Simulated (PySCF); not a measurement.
A run for PySCF: D3(BJ) and D4 dispersion corrections on C3H8S2 (SMILES CSCSC).

```python
from pyscf import gto
from pyscf.dispersion import dftd3, dftd4

mol = gto.M(
    atom='''
    C    -2.41766978   -0.29557978    0.24715302
    S    -1.67942035    1.34703686    0.03910904
    C     0.05537497    0.95168901    0.33834565
    S     0.78851774    0.00746080   -1.03993333
    C     2.33063355   -0.52335587   -0.24448260
    H    -3.48112653   -0.18952905    0.03891063
    H    -2.28800236   -0.65255445    1.26898796
    H    -1.98116721   -1.00374077   -0.45429712
    H     0.56812050    1.90607732    0.45670795
    H     0.15628198    0.38061300    1.26297070
    H     2.94781294    0.33113961    0.03324330
    H     2.12901738   -1.13507260    0.63538687
    H     2.87162715   -1.12418407   -0.97432925
    ''',
    basis='def2-svp',
    charge=0, spin=0, verbose=0, max_memory=1800)
d3, d4 = {}, {}
for xc in ['hf', 'pbe', 'blyp', 'revpbe', 'tpss', 'r2scan', 'b3lyp', 'pbe0', 'bhlyp', 'camb3lyp', 'b2plyp']:
    d3[xc] = float(dftd3.DFTD3Dispersion(mol, xc=xc, version='d3bj', atm=False).get_dispersion()['energy'])
    print(f'D3(BJ) {xc:10s} {d3[xc]:14.8f} Eh')
for xc in ['hf', 'pbe', 'blyp', 'revpbe', 'tpss', 'r2scan', 'b3lyp', 'pbe0', 'bhlyp', 'camb3lyp', 'b2plyp']:
    d4[xc] = float(dftd4.DFTD4Dispersion(mol, xc={'camb3lyp': 'cam-b3lyp'}.get(xc, xc), atm=True).get_dispersion()['energy'])
    print(f'D4     {xc:10s} {d4[xc]:14.8f} Eh')
```

It printed:

```
D3(BJ) hf            -0.08864020 Eh
D3(BJ) pbe           -0.01174959 Eh
D3(BJ) blyp          -0.02532042 Eh
D3(BJ) revpbe        -0.02956175 Eh
D3(BJ) tpss          -0.01492712 Eh
D3(BJ) r2scan        -0.00335476 Eh
D3(BJ) b3lyp         -0.02072671 Eh
D3(BJ) pbe0          -0.01027943 Eh
D3(BJ) bhlyp         -0.01637114 Eh
D3(BJ) camb3lyp      -0.00946153 Eh
D3(BJ) b2plyp        -0.00974358 Eh
D4     hf            -0.03980924 Eh
D4     pbe           -0.01114542 Eh
D4     blyp          -0.02465947 Eh
D4     revpbe        -0.03482990 Eh
D4     tpss          -0.01506800 Eh
D4     r2scan        -0.00279983 Eh
D4     b3lyp         -0.01796336 Eh
D4     pbe0          -0.00942160 Eh
D4     bhlyp         -0.01345386 Eh
D4     camb3lyp      -0.00954726 Eh
D4     b2plyp        -0.00779735 Eh
```

The run finished.

Cost: around 0.03 core-seconds (rough).
